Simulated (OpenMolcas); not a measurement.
# Ti3+ in Cs2ZrCl6

Ti3+ with its 6 nearest chloride ions at 2.435 Å, on the Zr site of Cs2ZrCl6 (a = 10.407 Å, distance in the model lattice 2.446 Å). The rest of the host is ab initio model potentials to 7.6 Å and point charges beyond; the distance is set by hand and nothing relaxes, and no local charge compensation is placed. Ligand basis ANO-RCC-VDZP.
```
Ti    0.0000    0.0000    0.0000
Cl    2.4350    0.0000    0.0000
Cl    0.0000    2.4350    0.0000
Cl   -2.4350    0.0000    0.0000
Cl    0.0000   -2.4350    0.0000
Cl    0.0000    0.0000    2.4350
Cl    0.0000    0.0000   -2.4350
```

```json
{
 "Program": "OpenMolcas",
 "Method": "CASSCF",
 "Basis": "ANO-RCC-VTZP [6s5p3d2f1g]",
 "Scalar Hamiltonian": "DKH2, point nucleus",
 "Active space": "1 electron in 5 orbitals (3d)",
 "State averaging": "2S+1 = 2 even, 5 roots",
 "Spin-orbit coupling": "state interaction with AMFI integrals over the reference wave functions"
}
```

The lowest spin-free states (labels of O, the rotations of Oh), above the lowest:

| State | Degeneracy | E (cm-1) |
| --- | --- | --- |
| 2T2 | 3 | 0.0 |
| 2E | 2 | 12266 |

The lowest levels with spin-orbit coupling:

```csv
E (cm-1),Degeneracy,Label,2S+1,g
0.0,4,Γ8,2,
217.1,2,Γ7,2,1.96 1.96 1.96
12341,4,Γ8,2,
```

Powder χT (cm3 K/mol): 0.00499 at 2 K, 0.0238 at 10 K, 0.118 at 50 K, 0.229 at 100 K, 0.374 at 200 K, 0.448 at 300 K. The effective moment at 300 K is 2.828 √(χT) = 1.89 μB.

The lowest level has 2S+1 = 2, for which the spin-only value is χT = S(S+1) / 2 = 0.375 cm3 K/mol (g = 2). The computed 0.448 at 300 K differs by +0.073, through orbital momentum, spin-orbit coupling and any other state in reach. With a threefold ground state the orbital momentum is unquenched, so the spin-only value is not expected to hold.

Metal share of the active 3d orbitals (Löwdin): 87, 87, 95, 95, 95 %; Mulliken charge of the metal 1.05.

The gap between the two states is 10Dq = 12266 cm-1.

An orbital triplet at a regular site is open to Jahn-Teller coupling, which can distort the site and quench the lowest spin-orbit gaps and is left out. Ligand-to-metal charge-transfer states are missing. With metal d orbitals alone and no dynamic correlation the field as a rule comes out too small, by tens of per cent, by up to half for chloride and softer ligands. No measured value stands beside these numbers; the geometry was set by hand and not optimised.
